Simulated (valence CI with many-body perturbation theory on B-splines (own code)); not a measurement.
Tc XXIX: one-electron terms

Computed by valence CI with perturbative core correlation (CI+MBPT): five valence electrons over a frozen Dirac-Fock core [Ne], a basis of 9 s, 9 p, 8 d, 6 f, 3 g, 1 h functions for each j, with the one-electron correlation potential Σ1, the two-electron term Σ2, the three-electron term Σ3, Breit, model QED; selected CI, second order for the rest (own B-spline code, finite nucleus).

The last digits are not significant, and no measured levels were compared; by estimate large intervals hold to a few tenths of a per cent, small ones and those within an open d or f shell to about a per cent. Among the levels kept, up to 610 cm⁻¹ of a level comes from second order outside the variational space, and about a tenth of that is noise between levels of different J, which matters for small intervals.

These are the spectroscopic orbitals of the CI (the correlating ones are not listed), shaped by the core and the other valence electrons. h is the expectation value of the core's Dirac-Fock operator, without the valence repulsion; Σ1 is computed up to l = 3 at one energy for each symmetry, that of its lowest orbital but kept below the first core excitation, so for empty shells it is not the orbital's own correlation shift; Breit and QED include the response of the core.

```
Orbital  h (hartree)  Σ1 (cm⁻¹)  Breit (cm⁻¹)  QED (cm⁻¹)  ⟨r⟩ (bohr)
  3s1/2      -69.782      -6017          6304        4587      0.3672
  4s1/2      -37.682      -1924          2362        1761      0.6925
  5s1/2      -23.538       -859          1110         839       1.125
  6s1/2      -16.092       -464           614         467       1.659
  3p1/2       -67.09      -7490         10336        -189      0.3530
  4p1/2      -36.556      -2371          3915       -68.7      0.6876
  5p1/2      -22.973      -1072          1881       -32.5       1.128
  6p1/2      -15.769       -582          1051       -18.0       1.669
  3p3/2      -65.973      -7088          6366         253      0.3599
  4p3/2      -36.106      -2280          2380         100      0.6969
  5p3/2      -22.748      -1037          1178        48.9       1.139
  6p3/2      -15.641       -566           658        27.6       1.684
  3d3/2       -62.46      -8506          4527        -185      0.3160
  4d3/2      -34.744      -2283          1592       -63.4      0.6672
  5d3/2      -22.082      -1006           757       -30.0       1.120
  3d5/2      -62.219      -8169          2075       -45.7      0.3180
  4d5/2      -34.641      -2188           726        -9.3      0.6697
  5d5/2      -22.029       -964           349        -3.2       1.123
  4f5/2      -33.903      -1720           114       -17.9      0.5958
  5f5/2      -21.656       -852          79.2       -10.0       1.058
  4f7/2      -33.861      -1692          20.9         3.8      0.5969
  5f7/2      -21.635       -837          14.5         1.0       1.059
  5g7/2      -21.518                      1.8        -3.4      0.9410
  5g9/2      -21.506                      0.1         2.5      0.9417
```

Among the shells of the start configuration 3s2 3p3, Σ1 is largest in size for 3p1/2, where it is 0.051 % of h.

Lowest root of each symmetry, sizes in configuration state functions:

```
  J  Parity  Roots  Reference  Variational  Second order  Change by selected CI (cm⁻¹)  Change by second order (cm⁻¹)
1/2    even      8         44        39989        314431                        -13390                            -33
3/2    even     11         71        40000        780842                        -14234                           -177
5/2    even     10         74        39986        995301                        -11827                           -257
7/2    even      5         54        39996        899448                        -19162                           -247
9/2    even      2         34        36606        573277                        -20062                            -81
1/2     odd      3         67        39998        264682                        -15874                            -26
3/2     odd      7        110        39999        577125                        -14120                            -61
5/2     odd      4        114        39999        742418                        -15561                           -135
7/2     odd      2         93        39990        589400                        -11135                           -269
9/2     odd      2         57        38448        631216                        -11076                           -136
```
